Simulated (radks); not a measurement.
The numbers below are computed, except where a source is named.
Removal energies from the iron ion Fe2+, [Ar] 3d6, by Delta-SCF beside the eigenvalue of the level emptied. Level of theory: scalar-relativistic Kohn-Sham, BLYP, spin-polarised, spherical densities, finite nucleus; Fermi nuclear charge, rms radius of each element as measured or else 0.836 A^(1/3) + 0.57 fm (a radial shooting solver on a logarithmic mesh with Libxc functionals). Open shells are filled with parallel spins first.

| removed from | final configuration | Delta-SCF (eV) | -eigenvalue (eV) |
|---|---|---|---|
| 3d | [Ar] 3d5 | 31.312 | 23.349 |
| 3p | [Ne] 3s2 3p5 3d6 | 84.621 | 75.708 |
| 3s | [Ne] 3s1 3p6 3d6 | 118.61 | 109.50 |
| 2p | [He] 2s2 2p5 3s2 3p6 3d6 | 743.36 | 715.69 |
